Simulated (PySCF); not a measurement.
```xyz
4

Ge    -0.0040     0.0006     0.3547
H     -0.0201     1.4595    -0.1211
H     -1.2521    -0.7487    -0.1310
H      1.2762    -0.7115    -0.1026
```

Charge 0, multiplicity 2.

Task: Give the Mulliken and meta-Löwdin atomic charges from PBE-D3(BJ)/def2-TZVP // CAM-B3LYP-D3(BJ)/def2-TZVP (PySCF 2.14.0).

Result: 
```json
[
 {"atom": "Ge1", "Mulliken (e)": "-0.05", "meta-Löwdin (e)": "0.08"},
 {"atom": "H2", "Mulliken (e)": "0.02", "meta-Löwdin (e)": "-0.03"},
 {"atom": "H3", "Mulliken (e)": "0.02", "meta-Löwdin (e)": "-0.03"},
 {"atom": "H4", "Mulliken (e)": "0.02", "meta-Löwdin (e)": "-0.03"}
]
```
